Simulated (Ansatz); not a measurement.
A calculation with Ansatz (development build ahead of 0.2.0).

```yaml
crystal:
  periodic: [false, false, false]
  atoms:
    - { symbol: Ni, position_ang: [0.0, 0.0, 0.0] }
    - { symbol: C, position_ang: [0.0, 0.0, 1.631] }
basis:
  gaussian: { orbitals: pcseg-2 }
magnetization:
  spin_polarized: true
hamiltonian:
  xc: hf
```

The input is written out in the form of the current development build from the run's settings.

Output:

- Converged: yes
- Total energy: -1544.53805 hartree
- Spin squared of the determinant: 2.660
- Stability test: minimum

Caution: another spin multiplicity may lie lower; the unrestricted determinant is a mixture of spin states.
